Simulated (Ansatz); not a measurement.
Task: Name a neutral molecule of C, F, Sn and H with size of the dipole moment (ωB97M-V/def2-TZVPP) between 2.60 and 2.90 D and HOMO energy (B3LYP/def2-TZVPP) between -8.05 and -7.75 eV (Ansatz, PBE0-D4/def2-TZVP geometry).

Result: `C[CH](F)[SnH2][F]` (2.75 D, -7.85 eV). Other molecules can fit too; these were computed, each in one conformer that needn't be the lowest.

B3LYP here is the variant with VWN-RPA as its local correlation; programs differ in this.
